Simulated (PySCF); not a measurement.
## Ar²⁺: excitation energy

Ar²⁺ [Ne] 3s2 3p4 (3P) → Ar²⁺ [Ne] 3s2 3p3 3d1 (5D), as a difference of total energies. Calculation: PySCF 2.14, in x2c-QZVPPall with one added diffuse shell each of s, p, d, f type (10s7p5d3f1g, 86 functions); the spin-free X2C one-electron Hamiltonian (Gaussian nucleus). Correlated levels: valence: [Ne] frozen. The calculations carry no spin-orbit coupling.

| method | excitation energy (cm⁻¹) |
| --- | --- |
| UHF | 138510 |
| MP2 (valence) | 143960 |
| SCS-MP2 (valence) | 145730 |
| CCSD (valence) | 144780 |
| CCSD(T) (valence) | 145020 |

The promoted electron is Rydberg-like, and one or two diffuse shells describe it only roughly, which tends to raise the upper state.
